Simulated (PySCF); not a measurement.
# Computed structure and properties of CeO(OH)

System: CeO(OH) (singlet in the valence; each metal's 4f electrons, 1 of them, lie in its core potential, out of spins and levels); start: template (C1). Method: PySCF 2.14.0, RKS PBE0, Ce lcecp-1-SVP with ECP47, O def2-SVP, H def2-SVP; non-relativistic Hamiltonian with scalar-relativistic core potentials where named; density fitting; no spin-orbit coupling.

Input of the relaxation:

```python
mol = gto.M(atom='''
Ce     0.04763    -0.00053    -0.16163
O      1.76833    -0.00053     0.60847
O     -1.99857    -0.00053     0.75407
H     -2.95817     0.09007     0.81317''',
    basis={'Ce': 'lcecp-1-SVP', 'O': 'def2-SVP', 'H': 'def2-SVP'},
    ecp={'Ce': 'lcecp-1-SVP'},
    charge=0, spin=0)
mf = dft.RKS(mol, xc='PBE0')
mf.grids.atom_grid = (50, 194)  # f atoms: unpruned, at least (60, 302)
mf = mf.density_fit()  # fitting sets: Ce AutoAux, O def2-universal-JKFIT, H def2-universal-JKFIT
mf.conv_tol = 1e-08; mf.max_cycle = 55
mf.kernel(dm0)  # dm0: converged density of the start geometry
# quasi-Newton relaxation in Cartesian coordinates to a largest gradient under 0.00045 Eh/bohr, steps kept in the point group
```

Run from Python with OMP_NUM_THREADS=2; the lines above give its settings. Where DIIS fails, smearing, a level shift and second-order steps follow.
It took 35 s on 2 threads of Arm Neoverse V1, with other jobs on the host, from the converged density of the start.

Course of the relaxation:

```
step  energy above end (eV)  largest force component within the symmetry (eV/Å)
   0                 0.3823                                               1.160
   1                 0.2876                                               0.391
   2                 0.1946                                               1.365
   3                 0.1621                                               0.869
   4                 0.1401                                               0.690
   5                 0.1166                                               0.337
   6                 0.0941                                               0.749
   7                 0.0838                                               1.097
  13                 0.0022                                               0.072
  14                 0.0016                                               0.067
  15                 0.0007                                               0.125
  16                 0.0003                                               0.066
  17                 0.0000                                               0.027
  18                 0.0000                                               0.008
```
(The steps between are left out.)

Relaxed geometry (Cs):

```xyz
4

Ce    0.0051   -0.0416   -0.4768
O     1.2741    0.0307    0.9375
O    -1.9921    0.0225    0.3494
H    -2.4279    0.0769    1.2041
```

```
    contact      Å
 Ce1–O2 (O)  1.901
Ce1–O3 (OH)  2.162
```

On the finer grid (75, 302):

| Property | Result |
| --- | --- |
| HOMO | -6.22 eV |
| LUMO | -1.69 eV |
| Dipole about the centre of mass | 6.02 D |
| Set of Mulliken populations of Ce1 outside the core potential | s 2.08, p 6.17, d 1.77, f 0.11 |
| D3(BJ) dispersion energy (not in the energies) | -0.046 eV |

```
atom  Mulliken (e)  Löwdin (e)  spin (e)
 Ce1          0.86        0.72      0.00
  O2         -0.50       -0.45      0.00
  O3         -0.55       -0.34      0.00
  H4          0.19        0.08      0.00
```

The 4f levels lie in the core potential and are missing. Their spin isn't counted.

On the grid (50, 194), as all that follows. Harmonic modes: a minimum; lowest 145 cm⁻¹ (negative: unstable), highest 3945 cm⁻¹, zero-point energy 0.393 eV.

Rigid scan of O along the line from its metal:

distance to O2 (Å), energy (eV) and a bar:
```
     1.60      2.356 ##############################
     1.70      0.897 ###########
     1.80      0.193 ##
     1.90      0.000 
     2.00      0.146 ##
     2.10      0.513 #######
     2.20      1.015 #############
     2.35      1.902 ########################
```

Taking off one OH (charge -1, singlet; the rest: singlet) in vacuum, both parts rigid, costs 10.52 eV; the small basis without counterpoise inflates it. Most of it is the attraction of opposite charges; other ways to part are cheaper, and one spin state was tried for the rest.

Rigid scan of OH along the line from its metal:

| distance to O3 (Å) | energy (eV) |
| --- | --- |
| 1.86 | 1.163 |
| 1.96 | 0.447 |
| 2.06 | 0.097 |
| 2.16 | 0.000 |
| 2.26 | 0.074 |
| 2.36 | 0.261 |
| 2.56 | 0.818 |
| 2.86 | 1.788 |
| 3.26 | 2.960 |
| 3.76 | 4.041 |

One start shape was tried, so this needn't be the lowest isomer.

An lcecp potential fixes the number of 4f electrons, so in runs with it no electron can move into or out of that shell.
